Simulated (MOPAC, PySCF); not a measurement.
C$_{9}$H$_{7}$NSSi, SMILES `N#Cc1cc2c([SiH3])cccc2s1`, neutral singlet in the gas phase. 

Cartesian coordinates (Å):
```xyz
19

N      5.0974    -0.4439    -0.5990
C      3.9350    -0.5351    -0.4462
C      2.5346    -0.6539    -0.2613
C      1.5993     0.3678    -0.2307
C      0.2612    -0.1038    -0.0239
C     -0.9507     0.6465     0.0643
Si    -0.9641     2.5294    -0.0924
C     -2.1428    -0.0634     0.2729
C     -2.1633    -1.4733     0.3940
C     -0.9865    -2.2206     0.3100
C      0.2209    -1.5294     0.1011
S      1.8088    -2.2451    -0.0372
H      1.8802     1.4224    -0.3546
H     -0.1144     3.1598     0.9786
H     -0.4146     2.9575    -1.4270
H     -2.3825     3.0051     0.0446
H     -3.0946     0.4857     0.3455
H     -3.1213    -1.9895     0.5571
H     -1.0026    -3.3161     0.4041
```
Charge 0, multiplicity 1.

All levels are single points at this geometry (PBE-D3(BJ)/def2-SVP); Pople sets use spherical d functions. Orbital energies aren't observables, and empty levels follow the basis.

| level | HOMO (eV) | LUMO (eV) | gap (eV) | dipole (D) | vertical IE, Delta-SCF (eV) |
|---|---|---|---|---|---|
| PBE-D3(BJ)/def2-TZVP in PySCF | -6.14 | -3.05 | 3.09 | 4.98 | 8.37 |
| B3LYP/6-311+G** in PySCF | -6.86 | -2.49 | 4.37 | 5.18 | – |
| B3LYP/6-31G* in PySCF | -6.58 | -2.13 | 4.45 | 4.99 | 8.31 |
| B3LYP/LANL2DZ in PySCF | -6.78 | -2.30 | 4.48 | 5.20 | – |
| M06-2X/6-31G* in PySCF | -7.82 | -1.29 | 6.53 | 4.92 | – |
| SVWN5/6-31G* in PySCF | -6.05 | -2.93 | 3.12 | 4.91 | 8.37 |
| HF/6-31G* in PySCF | -8.67 | 1.21 | 9.88 | 5.55 | – |
| AM1 in MOPAC | -8.86 | -1.04 | 7.82 | 3.79 | – |
| PM7 in MOPAC | -8.94 | -1.44 | 7.50 | 4.96 | – |
